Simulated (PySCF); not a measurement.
# Ionisation energy of Re²⁺ by level of theory

Re²⁺ [Xe] 4f14 5d5 [5d3/2^4 5d5/2^1, M_J = 5/2] → Re³⁺ [Xe] 4f14 5d4 [5d3/2^4, M_J = 0], as a difference of total energies. All numbers are calculated (PySCF 2.14, the two-component X2C-1e Hamiltonian, in x2c-SVPall-2c). "Screened" scales the spin-orbit matrix elements by Boettger's factors to mimic the two-electron term; Breit and QED terms are absent.

| method | ionisation energy (eV) |
| --- | --- |
| GHF (spin-free) | 27.540 |
| GHF (screened spin-orbit) | 26.882 |

The spin-free rows relax to the high-spin LS determinant and lack the spin-orbit shift.

Errors of the correlated levels include the incompleteness of this basis and the frozen core.

The labels give the starting determinants; with spin-orbit coupling the two ends relaxed to ⟨J²⟩ = 8.75, ⟨L²⟩ = 0.25, ⟨S²⟩ = 8.51 and ⟨J²⟩ = 2.40, ⟨L²⟩ = 5.36, ⟨S²⟩ = 5.35.

The determinant of Re³⁺ mixes levels of different J (the jj label is only the starting occupation), so the difference between spin-free and spin-orbit rows is not the physical spin-orbit shift.

For comparison: 27 ± 1.6 eV (theoretical estimate listed by NIST; NIST Atomic Spectra Database, ionization energies).
